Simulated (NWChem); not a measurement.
Species: GaH2O2Br; SMILES [OH][Ga]([OH])[Br]

```xyz
6

Ga    -0.0061     0.7475     0.0000
Br    -0.0074    -1.5216     0.0000
O     -1.5498     1.6086     0.0000
H     -1.4396     2.5664     0.0000
O      1.4983     1.6868     0.0000
H      2.2991     1.1515     0.0000
```
Atoms are numbered in this order, from 1.

Geometry: optimised at PBE0/def2-SVP.

Symmetry labels are those of Cs in the frame above (b1 and b2, or b-type labels, depend on it).

Question: List the 4 lowest vertical singlet excitations from B3LYP/def2-SVPD, TDA (NWChem).

Answer: 
| state | energy (eV) | oscillator strength | symmetry | leading excitation (squared amplitude) |
|---|---|---|---|---|
| S1 | 5.63 | 0.033 | a' | HOMO → LUMO (0.98) |
| S2 | 5.65 | 0.006 | a" | HOMO−1 → LUMO (0.99) |
| S3 | 5.95 | 0.000 | a" | HOMO−2 → LUMO (0.99) |
| S4 | 6.60 | 0.000 | a" | HOMO → LUMO+1 (1.00) |
